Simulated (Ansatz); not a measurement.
Species: H$_{3}$OSi, SMILES `[O-][SiH3]` (charge -1, multiplicity 1).

### Question
Give a relaxed geometry from CAM-B3LYP-D3(BJ)/def2-TZVPD (Ansatz, a quantum-chemistry and plane-wave program).

### Answer
the end point of this relaxation (outside a Z-matrix the atoms follow the SMILES, hydrogens last).
Cartesian coordinates (Å) in one orientation:
```xyz
5

O      1.648     0.190    -0.051
Si     0.098     0.011    -0.003
H     -0.743     1.247    -0.291
H     -0.506    -0.994    -0.974
H     -0.497    -0.454     1.318
```
